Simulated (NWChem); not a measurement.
System: HTeOCl; SMILES Cl[Te]O

NWChem input:

```
start job
memory heap 200 mb stack 900 mb global 1100 mb
geometry units angstroms
  Te     0.039321    -0.219269     0.425151
  Cl     0.136007     1.538164    -1.096318
  O     -0.522352    -1.562100    -0.895969
  H     -1.470242    -1.548900    -1.038283
end
basis spherical
  * library def2-svp
end
ecp
  Te library def2-ecp
end
dft
  xc pbe0
  iterations 150
end
driver
  maxiter 120
end
task dft optimize
dft
  grid fine
  convergence energy 1d-8 density 1d-7
end
task dft freq numerical
```

NWChem printed, in part:

```
             Northwest Computational Chemistry Package (NWChem) 7.3.0
             --------------------------------------------------------

 C1  symmetry detected

                             Geometry "geometry" -> ""
                             -------------------------

 Output coordinates in angstroms (scale by  1.889725989 to convert to a.u.)

  No.       Tag          Charge          X              Y              Z
 ---- ---------------- ---------- -------------- -------------- --------------
    1 Te                  52.0000     0.32343980     0.43204605     0.00337466
    2 Cl                  17.0000    -0.14023895    -1.84781852     0.00590510
    3 O                    8.0000    -1.55966655     0.99239240     0.06624081
    4 H                    1.0000    -1.95747493     1.00738096    -0.80579520

 Effective nuclear repulsion energy (a.u.)     353.7812455056

                                Z-matrix (autoz)
                                --------

 Units are Angstrom for bonds and degrees for angles

      Type          Name      I     J     K     L     M      Value
      ----------- --------  ----- ----- ----- ----- ----- ----------
    1 Stretch                  1     2                       2.32654
    2 Stretch                  1     3                       1.96571
    3 Stretch                  3     4                       0.95860
    4 Bend                     1     3     4               111.89528
    5 Bend                     2     1     3                95.07053
    6 Torsion                  2     1     3     4         -83.82887

                           NWChem Geometry Optimization
                           ----------------------------

 maximum gradient threshold         (gmax) =   0.000450
 rms gradient threshold             (grms) =   0.000300
 maximum cartesian step threshold   (xmax) =   0.001800
 rms cartesian step threshold       (xrms) =   0.001200
 fixed trust radius                (trust) =   0.300000
 source of zmatrix                         =   autoz

          -------------------
          Energy Minimization
          -------------------

 Using diagonal initial Hessian
 Scaling for Hessian diagonals: bonds = 1.00  angles = 0.25  torsions = 0.10

          --------
          Step   0

                                 NWChem DFT Module
                                 -----------------

 Summary of "ao basis" -> "ao basis" (spherical)
 ------------------------------------------------------------------------------
       Tag                 Description            Shells   Functions and Types
 ---------------- ------------------------------  ------  ---------------------
 Te                         def2-svp                10       26   4s4p2d
 Cl                         def2-svp                 8       18   4s3p1d
 O                          def2-svp                 6       14   3s2p1d
 H                          def2-svp                 3        5   2s1p

            General Information
            -------------------
          SCF calculation type: DFT
          Wavefunction type:  closed shell.
          No. of atoms     :     4
          No. of electrons :    50
           Alpha electrons :    25
            Beta electrons :    25
          Charge           :     0
          Spin multiplicity:     1
          Use of symmetry is: off; symmetry adaption is: off
          Maximum number of iterations: 150
          AO basis - number of functions:    63
                     number of shells:    27
          Convergence on energy requested:  1.00D-06
          Convergence on density requested:  1.00D-05
          Convergence on gradient requested:  5.00D-04

              XC Information
              --------------
                         PBE0 Method XC Functional
                     Hartree-Fock (Exact) Exchange  0.250
          PerdewBurkeErnzerhof Exchange Functional  0.750
            Perdew 1991 LDA Correlation Functional  1.000 local
           PerdewBurkeErnz. Correlation Functional  1.000 non-local

             Grid Information
             ----------------
          Grid used for XC integration:  medium
          Radial quadrature: Mura-Knowles
          Angular quadrature: Lebedev.
          Tag              B.-S. Rad. Rad. Pts. Rad. Cut. Ang. Pts.
          ---              ---------- --------- --------- ---------
          Te                  1.40      123           8.0       590
          Cl                  1.00       88          10.0       590
          O                   0.60       49           8.0       434
          H                   0.35       45           9.0       434
          Grid pruning is: on
          Number of quadrature shells:   305
          Spatial weights used:  Erf1

      Superposition of Atomic Density Guess
      -------------------------------------

 Sum of atomic energies:        -845.73767048

      Non-variational initial energy
      ------------------------------

 Total energy =    -801.795339
 1-e energy   =   -1562.873063
 2-e energy   =     581.821721
 HOMO         =      -0.204724
 LUMO         =      -0.054037

   convergence    iter        energy       DeltaE   RMS-Dens  Diis-err
 ---------------- ----- ----------------- --------- --------- ---------
 d= 0,ls=0.0,diis     1   -803.5454438947 -9.83D+02  2.22D-02  5.24D-01
 d= 0,ls=0.0,diis     2   -803.4517646842  9.37D-02  1.29D-02  1.38D+00
 d= 0,ls=0.0,diis     3   -803.6039808037 -1.52D-01  3.39D-03  5.85D-02
 d= 0,ls=0.0,diis     4   -803.6094132286 -5.43D-03  1.50D-03  8.01D-03
 d= 0,ls=0.0,diis     5   -803.6105152289 -1.10D-03  3.14D-04  3.23D-04
  Resetting Diis
 d= 0,ls=0.0,diis     6   -803.6105624833 -4.73D-05  6.31D-05  1.44D-05
 d= 0,ls=0.0,diis     7   -803.6105647820 -2.30D-06  1.33D-05  3.47D-07
 d= 0,ls=0.0,diis     8   -803.6105648066 -2.46D-08  6.55D-06  1.95D-07

         Total DFT energy =     -803.610564806601
      One electron energy =    -1563.845117521214
           Coulomb energy =      638.787240685537
    Exchange-Corr. energy =      -57.808690418857
 Nuclear repulsion energy =      179.256002447933

 Numeric. integr. density =       50.000002287336

                       DFT Final Molecular Orbital Analysis
                       ------------------------------------

 Vector   23  Occ=2.000000D+00  E=-3.380558D-01
              MO Center= -7.0D-01, -2.0D-01,  1.3D-02, r^2= 3.5D+00
   Bfn.  Coefficient  Atom+Function         Bfn.  Coefficient  Atom+Function
  ----- ------------  ---------------      ----- ------------  ---------------
    49      0.311929  3 O  py                37      0.309818  2 Cl px
    48      0.276289  3 O  px                52      0.240069  3 O  py
    51      0.220073  3 O  px                34      0.216724  2 Cl px
    38      0.215481  2 Cl py                39      0.210205  2 Cl pz
     3     -0.185013  1 Te s                  4     -0.184040  1 Te s

 Vector   24  Occ=2.000000D+00  E=-3.291985D-01
              MO Center= -5.7D-01, -8.9D-01,  2.0D-02, r^2= 3.3D+00
   Bfn.  Coefficient  Atom+Function         Bfn.  Coefficient  Atom+Function
  ----- ------------  ---------------      ----- ------------  ---------------
    37      0.486910  2 Cl px                49     -0.369052  3 O  py
    34      0.359730  2 Cl px                52     -0.279785  3 O  py
    38     -0.234059  2 Cl py                31      0.208948  2 Cl px
    35     -0.168467  2 Cl py                32     -0.098072  2 Cl py
    15     -0.069239  1 Te py                14      0.043147  1 Te px

 Vector   25  Occ=2.000000D+00  E=-2.310173D-01
              MO Center=  2.0D-01,  1.6D-01, -1.3D-02, r^2= 2.9D+00
   Bfn.  Coefficient  Atom+Function         Bfn.  Coefficient  Atom+Function
  ----- ------------  ---------------      ----- ------------  ---------------
    13      0.592221  1 Te pz                16      0.504419  1 Te pz
    39     -0.309381  2 Cl pz                10     -0.224021  1 Te pz
    36     -0.203302  2 Cl pz                 7     -0.174526  1 Te pz
    50     -0.143403  3 O  pz                33     -0.117048  2 Cl pz
    53     -0.102247  3 O  pz                59      0.093366  4 H  s

 Vector   26  Occ=0.000000D+00  E=-7.931750D-02
              MO Center=  2.7D-01,  2.2D-01, -6.3D-03, r^2= 3.5D+00
   Bfn.  Coefficient  Atom+Function         Bfn.  Coefficient  Atom+Function
  ----- ------------  ---------------      ----- ------------  ---------------
    15      0.668829  1 Te py                12      0.510630  1 Te py
    38      0.417059  2 Cl py                30      0.256780  2 Cl s
    35      0.208699  2 Cl py                47     -0.207679  3 O  s
    14     -0.199899  1 Te px                37      0.200650  2 Cl px
     9     -0.192594  1 Te py                48     -0.160212  3 O  px

[...]

      ----------------------
      Optimization converged
      ----------------------

  Step       Energy      Delta E   Gmax     Grms     Xrms     Xmax
  ---- ---------------- -------- -------- -------- -------- --------
@    5    -803.61226999 -2.1D-07  0.00009  0.00004  0.00034  0.00067
                                     ok       ok       ok       ok

                                Z-matrix (autoz)
                                --------

 Units are Angstrom for bonds and degrees for angles

      Type          Name      I     J     K     L     M      Value     Gradient
      ----------- --------  ----- ----- ----- ----- ----- ---------- ----------
    1 Stretch                  1     2                       2.37336   -0.00004
    2 Stretch                  1     3                       1.97832    0.00009
    3 Stretch                  3     4                       0.96719   -0.00002
    4 Bend                     1     3     4               107.67665   -0.00001
    5 Bend                     2     1     3               100.08297   -0.00001
    6 Torsion                  2     1     3     4         -83.22869    0.00000

                         Geometry "geometry" -> "geometry"
                         ---------------------------------

 Output coordinates in angstroms (scale by  1.889725989 to convert to a.u.)

  No.       Tag          Charge          X              Y              Z
 ---- ---------------- ---------- -------------- -------------- --------------
    1 Te                  52.0000     0.28118630     0.41733955    -0.01209235
    2 Cl                  17.0000    -0.07641434    -1.92873743     0.01739548
    3 O                    8.0000    -1.58955449     1.05403788     0.08109257
    4 H                    1.0000    -1.94915811     1.04136090    -0.81667034

 Effective nuclear repulsion energy (a.u.)     347.9836781592

                Final and change from initial internal coordinates
                --------------------------------------------------

                                Z-matrix (autoz)
                                --------

 Units are Angstrom for bonds and degrees for angles

      Type          Name      I     J     K     L     M      Value       Change
      ----------- --------  ----- ----- ----- ----- ----- ---------- ----------
    1 Stretch                  1     2                       2.37336    0.04682
    2 Stretch                  1     3                       1.97832    0.01260
    3 Stretch                  3     4                       0.96719    0.00858
    4 Bend                     1     3     4               107.67665   -4.21863
    5 Bend                     2     1     3               100.08297    5.01244
    6 Torsion                  2     1     3     4         -83.22869    0.60018

 ==============================================================================
                                internuclear distances
 ------------------------------------------------------------------------------
       center one      |      center two      | atomic units |  angstroms
 ------------------------------------------------------------------------------
    2 Cl               |   1 Te               |     4.48499  |     2.37336
    3 O                |   1 Te               |     3.73848  |     1.97832
    4 H                |   3 O                |     1.82772  |     0.96719
 ------------------------------------------------------------------------------
                         number of included internuclear distances:          3
 ==============================================================================

[second-derivative integrals and response iterations left out]

  Vibrational analysis via the FX method

  See chapter 2 in "Molecular Vibrations" by Wilson, Decius and Cross

  Vib: Default input used

 ---------------------------- Atom information ----------------------------
     atom    #        X              Y              Z            mass
 --------------------------------------------------------------------------
    Te       1  5.3136506D-01  7.8865739D-01 -2.2851231D-02  1.2990670D+02
    Cl       2 -1.4440216D-01 -3.6447852D+00  3.2872689D-02  3.4968850D+01
    O        3 -3.0038224D+00  1.9918428D+00  1.5324273D-01  1.5994910D+01
    H        4 -3.6833747D+00  1.9678868D+00 -1.5432832D+00  1.0078250D+00
 --------------------------------------------------------------------------

[unprojected Hessian and modes left out]

        Vibrational analysis via the FX method
  --- with translations and rotations projected out ---
  --- via the Eckart algorithm                      ---
 Projected Nuclear Hessian trans-rot subspace norm:2.7018D-33
                         (should be close to zero!)

[projected Hessian left out]

 Rotational Constants
 --------------------
 A=   0.308443 cm-1  (  0.443770 K)
 B=   0.097517 cm-1  (  0.140301 K)
 C=   0.074601 cm-1  (  0.107332 K)

 Temperature                      =   298.15K
 frequency scaling parameter      =   1.0000

 Zero-Point correction to Energy  =    9.261 kcal/mol  (  0.014759 au)
 Thermal correction to Energy     =   11.914 kcal/mol  (  0.018987 au)
 Thermal correction to Enthalpy   =   12.507 kcal/mol  (  0.019931 au)

 Total Entropy                    =   72.393 cal/mol-K
   - Translational                =   41.482 cal/mol-K (mol. weight = 181.8783)
   - Rotational                   =   26.066 cal/mol-K (symmetry #  =        1)
   - Vibrational                  =    4.845 cal/mol-K

 Cv (constant volume heat capacity) =   12.060 cal/mol-K
   - Translational                  =    2.979 cal/mol-K
   - Rotational                     =    2.979 cal/mol-K
   - Vibrational                    =    6.101 cal/mol-K

[normal modes left out]

 ----------------------------------------------------------------------------
 Normal Eigenvalue ||           Projected Infra Red Intensities
  Mode   [cm**-1]  || [atomic units] [(debye/angs)**2] [(KM/mol)] [arbitrary]
 ------ ---------- || -------------- ----------------- ---------- -----------
    1       -0.000 ||    0.000004           0.000         0.004       0.001
    2       -0.000 ||    0.000748           0.017         0.730       0.232
    3        0.000 ||    0.001287           0.030         1.255       0.399
    4        0.000 ||    0.000711           0.016         0.693       0.220
    5        0.000 ||    0.000002           0.000         0.002       0.001
    6        0.000 ||    0.001570           0.036         1.530       0.486
    7      164.983 ||    0.001866           0.043         1.819       0.578
    8      370.417 ||    0.024909           0.575        24.283       7.714
    9      452.377 ||    0.125777           2.902       122.614      38.953
   10      630.805 ||    0.053118           1.225        51.783      16.451
   11     1013.365 ||    0.051471           1.187        50.176      15.941
   12     3849.451 ||    0.126007           2.907       122.838      39.025
 ----------------------------------------------------------------------------
```

Level: PBE0/def2-SVP with def2 effective core potentials on Te. def2 effective core potentials on Te; no spin-orbit coupling.
